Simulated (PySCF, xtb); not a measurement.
cyclopentasilane (H10Si5), SMILES [SiH2]1[SiH2][SiH2][SiH2][SiH2]1.

Harmonic wavenumbers (cm⁻¹) from GFN2-xTB (xtb) at its own minimum, in rising order: 30, 32, 177, 178, 289, 294, 294, 362, 363, 380, 396, 396, 453, 474, 474, 495, 495, 541, 545, 545, 611, 612, 633, 633, 817, 818, 832, 832, 863, 2165, 2167, 2178, 2183, 2183, 2189, 2189, 2193, 2193, 2209.

Question: What does PBE0-D3(BJ)/def2-SVP in PySCF 2.14.0 give at its own minimum? (Estimate from the structure and the level; the computed values follow.)

Answer: 1, 76, 150, 174, 316, 323, 351, 382, 400, 409, 414, 435, 462, 468, 558, 584, 597, 606, 639, 694, 714, 720, 721, 749, 889, 890, 898, 898, 921, 2203, 2204, 2205, 2205, 2211, 2218, 2223, 2224, 2225, 2228. Paired by order, the mean absolute difference is 51 cm⁻¹ and the zero-point energies are 51.1 and 53.7 kcal/mol.
